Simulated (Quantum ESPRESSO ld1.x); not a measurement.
Species: Ta V. Configuration: [Xe] 4f14 5d1 (the NIST ground configuration). Calculated with ld1.x of Quantum ESPRESSO 7.5: Dirac Kohn-Sham, PBEsol, spin-unpolarised, spherical densities, point nucleus; open shells fill j = l - 1/2 first.

Unscreened Slater integrals over Kohn-Sham orbitals (hartree). Large and small components are both included. Empty in this configuration: 5d5/2.

integral            value
F0(5d5/2,5d5/2)   0.51656
F2(5d5/2,5d5/2)   0.27358
F4(5d5/2,5d5/2)   0.18224
F0(5d5/2,5d3/2)   0.52218
F2(5d5/2,5d3/2)   0.27629
G2(5d5/2,5d3/2)   0.27607
G4(5d5/2,5d3/2)   0.18388
F0(5d5/2,4f7/2)   0.65773
F2(5d5/2,4f7/2)   0.16039
F4(5d5/2,4f7/2)  0.077015
G1(5d5/2,4f7/2)  0.065921
G3(5d5/2,4f7/2)  0.056599
G5(5d5/2,4f7/2)  0.043887
F0(5d5/2,4f5/2)   0.65882
F2(5d5/2,4f5/2)   0.15800
F4(5d5/2,4f5/2)  0.075342
G1(5d5/2,4f5/2)  0.063137
G3(5d5/2,4f5/2)  0.054720
G5(5d5/2,4f5/2)  0.042541
F0(5d5/2,5p3/2)   0.58424
F2(5d5/2,5p3/2)   0.29200
G1(5d5/2,5p3/2)   0.35051
G3(5d5/2,5p3/2)   0.21741
F0(5d3/2,5d3/2)   0.52803
F2(5d3/2,5d3/2)   0.27937
F0(5d3/2,4f7/2)   0.67109
F2(5d3/2,4f7/2)   0.16756
G3(5d3/2,4f7/2)  0.060323
G5(5d3/2,4f7/2)  0.046622
F0(5d3/2,4f5/2)   0.67224
F2(5d3/2,4f5/2)   0.16511
G1(5d3/2,4f5/2)  0.068244
G3(5d3/2,4f5/2)  0.058453
F0(5d3/2,5p3/2)   0.59310
F2(5d3/2,5p3/2)   0.29957
G1(5d3/2,5p3/2)   0.36464
G3(5d3/2,5p3/2)   0.22606
F0(4f7/2,4f7/2)    1.4460
F2(4f7/2,4f7/2)   0.69237
F4(4f7/2,4f7/2)   0.43540
F6(4f7/2,4f7/2)   0.31351
F0(4f7/2,4f5/2)    1.4572
F2(4f7/2,4f5/2)   0.69799
F4(4f7/2,4f5/2)   0.43899
G2(4f7/2,4f5/2)   0.69547
G4(4f7/2,4f5/2)   0.43748
G6(4f7/2,4f5/2)   0.31506
F0(4f7/2,5p3/2)   0.84947
F2(4f7/2,5p3/2)   0.27292
G2(4f7/2,5p3/2)   0.12400
G4(4f7/2,5p3/2)  0.099235
F0(4f5/2,4f5/2)    1.4687
F2(4f5/2,4f5/2)   0.70386
F4(4f5/2,4f5/2)   0.44277
F0(4f5/2,5p3/2)   0.85168
F2(4f5/2,5p3/2)   0.26996
G2(4f5/2,5p3/2)   0.12010
G4(4f5/2,5p3/2)  0.096587
F0(5p3/2,5p3/2)   0.69713
F2(5p3/2,5p3/2)   0.37732
